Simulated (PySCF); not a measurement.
C2H4F2OSi, SMILES O=C([SiH3])C(F)F.

Geometry: PBE-D3(BJ)/def2-SVP. Other conformers were not sampled.

Two levels are set side by side: TDDFT-PBE/def2-SVPD (PySCF) and TDDFT-M06-2X/def2-SVPD (PySCF). Vertical, same geometry. The lowest singlet is HOMO→LUMO 100 % with PBE and HOMO→LUMO 95 % with the other functional; states are paired by order. Differences are taken from unrounded values.

```csv
quantity,TDDFT-M06-2X,TDDFT-PBE,TDDFT-PBE minus TDDFT-M06-2X
lowest singlet excitation (eV),3.02,3.12,0.09
lowest triplet excitation (TDA) (eV),2.56,2.46,-0.10
first bright state (f over 0.05) (eV),7.51,6.19,-1.32
its oscillator strength,0.05,0.13,0.07
```

Rough cost on one machine, each run with all the roots and properties that it gave: TDDFT-M06-2X against TDDFT-PBE about 10 times.
